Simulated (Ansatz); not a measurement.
System: C₂H₁₀N₂Si (charge 0, singlet). 
Coordinates optimised at B3LYP-D3(BJ)/def2-TZVP (Ansatz, a first-principles code):
SMILES: C[Si](C)(N)N
```xyz
15

C      0.9644    -0.8531     1.3406
Si     0.0073    -0.0002    -0.0291
C     -1.4796     0.8638     0.7210
N     -0.3374    -1.2341    -1.1815
N      0.8565     1.2233    -0.8959
H      0.3760    -1.6464     1.8103
H      1.8852    -1.2996     0.9591
H      1.2363    -0.1407     2.1230
H     -2.0893     0.1585     1.2903
H     -1.1793     1.6631     1.4044
H     -2.1116     1.3043    -0.0532
H     -0.8128    -1.0211    -2.0439
H     -0.4923    -2.1875    -0.8972
H      1.6812     1.0030    -1.4312
H      0.8618     2.1798    -0.5815
```

Property: atomisation energy (electronic, to ground-state atoms), in kJ/mol. Valence correlation only, unless marked. Open shells are spin-unrestricted. No spin-orbit coupling. Non-relativistic unless marked X2C. The coupled-cluster limit lacks core correlation, which all-electron functionals hold. Basis-set limits of correlation are two-point, X^-3; Hartree-Fock from the larger set.

```tsv
level	program	atomisation energy (kJ/mol)
r2SCAN0-D4/def2-TZVPD	Ansatz + dftd4	5472.2
LC-wPBE-D3(BJ)/def2-TZVPD	Ansatz + dftd3	5553.6
B2PLYP-D4/def2-TZVPD	Ansatz + dftd4	(withheld)
RPA@PBE/cc-pV(T+d)Z	Ansatz	(withheld)
RPA@PBE/cc-pV(Q+d)Z	Ansatz	5305.5
X2C-CCSD(T)/cc-pVTZ-DK	Ansatz	5378.7
CCSD(T)/CBS(cc-pV(T+d)Z,cc-pV(Q+d)Z)	Ansatz	(withheld)
```

Q: Complete the blanks.

A: 
- B2PLYP-D4/def2-TZVPD, atomisation energy (kJ/mol): 5496.9
- RPA@PBE/cc-pV(T+d)Z, atomisation energy (kJ/mol): 5224.0
- CCSD(T)/CBS(cc-pV(T+d)Z,cc-pV(Q+d)Z), atomisation energy (kJ/mol): 5558.0
